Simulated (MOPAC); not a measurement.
MOPAC input (AM1):

```
AM1 1SCF UHF MS=0.5 GEO-OK AUX(PRECISION=9) THREADS=1
CH9Si3

C     0.09003400 1    2.16761800 1   -0.43538800 1
Si    0.03111700 1    0.27738600 1   -0.52193500 1
Si    1.92296200 1   -0.74806500 1    0.37959600 1
Si   -1.99317600 1   -0.61846600 1    0.21499500 1
H     1.00726100 1    2.54983800 1   -0.88575800 1
H     0.05750900 1    2.50503200 1    0.60410700 1
H    -0.75898000 1    2.60829000 1   -0.95999600 1
H     2.11127600 1   -0.42713200 1    1.82030900 1
H     3.14075300 1   -0.30203300 1   -0.34317100 1
H     1.79871700 1   -2.21952800 1    0.24388600 1
H    -2.28000000 1   -0.28180900 1    1.63573800 1
H    -1.95537900 1   -2.09529100 1    0.08609600 1
H    -3.11399600 1   -0.09504100 1   -0.60606600 1
```

From the output:

```
                                                       MOPAC v23.2.5 Linux

          FINAL HEAT OF FORMATION =         27.88700 KCAL/MOL =     116.67919 KJ/MOL

          COSMO AREA              =        166.75 SQUARE ANGSTROMS
          COSMO VOLUME            =        171.76 CUBIC ANGSTROMS

          IONIZATION POTENTIAL    =          9.053944 EV
          ALPHA SOMO LUMO (EV)    =         -9.054 -1.000
          BETA  SOMO LUMO (EV)    =        -10.264 -1.364
          NO. OF ALPHA ELECTRONS  =         13
          NO. OF BETA  ELECTRONS  =         12
          MOLECULAR WEIGHT        =        105.3386         POINT GROUP:  Cs

          MOLECULAR DIMENSIONS (Angstroms)

            Atom       Atom       Distance
            H    13    H     9     6.26369
            H    10    H     7     4.86401
            H     9    H     8     2.11303

          SCF CALCULATIONS        =          1

   ATOM   CHEMICAL          X               Y               Z
  NUMBER   SYMBOL      (ANGSTROMS)     (ANGSTROMS)     (ANGSTROMS)

     1       C          0.09003400  *   2.16761800  *  -0.43538800  *
     2      Si          0.03111700  *   0.27738600  *  -0.52193500  *
     3      Si          1.92296200  *  -0.74806500  *   0.37959600  *
     4      Si         -1.99317600  *  -0.61846600  *   0.21499500  *
     5       H          1.00726100  *   2.54983800  *  -0.88575800  *
     6       H          0.05750900  *   2.50503200  *   0.60410700  *
     7       H         -0.75898000  *   2.60829000  *  -0.95999600  *
     8       H          2.11127600  *  -0.42713200  *   1.82030900  *
     9       H          3.14075300  *  -0.30203300  *  -0.34317100  *
    10       H          1.79871700  *  -2.21952800  *   0.24388600  *
    11       H         -2.28000000  *  -0.28180900  *   1.63573800  *
    12       H         -1.95537900  *  -2.09529100  *   0.08609600  *
    13       H         -3.11399600  *  -0.09504100  *  -0.60606600  *

                             CARTESIAN COORDINATES

   1    C        0.090034000     2.167618000    -0.435388000
   2   Si        0.031117000     0.277386000    -0.521935000
   3   Si        1.922962000    -0.748065000     0.379596000
   4   Si       -1.993176000    -0.618466000     0.214995000
   5    H        1.007261000     2.549838000    -0.885758000
   6    H        0.057509000     2.505032000     0.604107000
   7    H       -0.758980000     2.608290000    -0.959996000
   8    H        2.111276000    -0.427132000     1.820309000
   9    H        3.140753000    -0.302033000    -0.343171000
  10    H        1.798717000    -2.219528000     0.243886000
  11    H       -2.280000000    -0.281809000     1.635738000
  12    H       -1.955379000    -2.095291000     0.086096000
  13    H       -3.113996000    -0.095041000    -0.606066000

           Empirical Formula: C H9 Si3  =    13 atoms

      MOLECULAR POINT GROUP   :   Cs

          ALPHA EIGENVALUES
 -28.92941 -15.73434 -15.69374 -13.97204 -13.91741 -13.56646 -12.76344 -12.51205
 -12.29320 -12.21366 -11.14484 -10.40781  -9.05394  -1.00032  -0.86968   1.32429
   1.39653   1.40776   1.48326   1.60151   2.11227   2.13653   4.42669   4.48799
   5.21532

           BETA EIGENVALUES
 -29.00268 -15.73283 -15.66673 -13.89312 -13.85160 -12.98663 -12.64530 -12.39814
 -12.24152 -12.21124 -10.96567 -10.26403  -1.36400  -0.75338  -0.32165   1.38338
   1.40622   1.45380   1.46340   1.94412   2.07597   2.10310   4.42287   4.45636
   5.19571

              NET ATOMIC CHARGES AND DIPOLE CONTRIBUTIONS

  ATOM NO.   TYPE          CHARGE      No. of ELECS.   s-Pop       p-Pop
    1          C          -0.417471        4.4175     1.24725     3.17022
    2         Si           0.131050        3.8689     0.98265     2.88630
    3         Si           0.323947        3.6761     0.89949     2.77656
    4         Si           0.323946        3.6761     0.89949     2.77656
    5          H           0.090785        0.9092     0.90922
    6          H           0.089851        0.9101     0.91015
    7          H           0.090785        0.9092     0.90921
    8          H          -0.105110        1.1051     1.10511
    9          H          -0.104279        1.1043     1.10428
   10          H          -0.107059        1.1071     1.10706
   11          H          -0.105110        1.1051     1.10511
   12          H          -0.107059        1.1071     1.10706
   13          H          -0.104279        1.1043     1.10428
 DIPOLE           X         Y         Z       TOTAL
 POINT-CHG.     0.015    -0.192    -0.514     0.549
 HYBRID         0.001     0.675     0.503     0.842
 SUM            0.016     0.483    -0.010     0.483

          ATOMIC ORBITAL ELECTRON POPULATIONS

     Atom    s        px        py        pz
    1  C   1.24725   1.04726   1.08402   1.03894
    2 Si   0.98265   1.00276   0.90538   0.97817
    3 Si   0.89949   0.95361   0.91479   0.90817
    4 Si   0.89949   0.95982   0.91140   0.90534
    5  H   0.90922
    6  H   0.91015
    7  H   0.90921
    8  H   1.10511
    9  H   1.10428
   10  H   1.10706
   11  H   1.10511
   12  H   1.10706
   13  H   1.10428

                    (SZ)    =    0.500000
                    (S**2)  =    0.820795

          ATOMIC ORBITAL SPIN POPULATIONS

    Atom   Total    s     px     py     pz
         Atomic
    1  C -0.1037 -0.013 -0.008 -0.075 -0.008
    2 Si  1.3736  0.256  0.171  0.141  0.805
    3 Si -0.2215 -0.047 -0.094 -0.040 -0.039
    4 Si -0.2215 -0.047 -0.106 -0.035 -0.034
    5  H  0.0104  0.010
    6  H  0.0269  0.027
    7  H  0.0104  0.010
    8  H  0.0299  0.030
    9  H  0.0179  0.018
   10  H  0.0148  0.015
   11  H  0.0299  0.030
   12  H  0.0148  0.015
   13  H  0.0179  0.018

 **********************
 *                    *
 * JOB ENDED NORMALLY *
 *                    *
 **********************

 == MOPAC DONE ==
```

The geometry given is a B3LYP-D3(BJ)/def2-TZVP minimum.
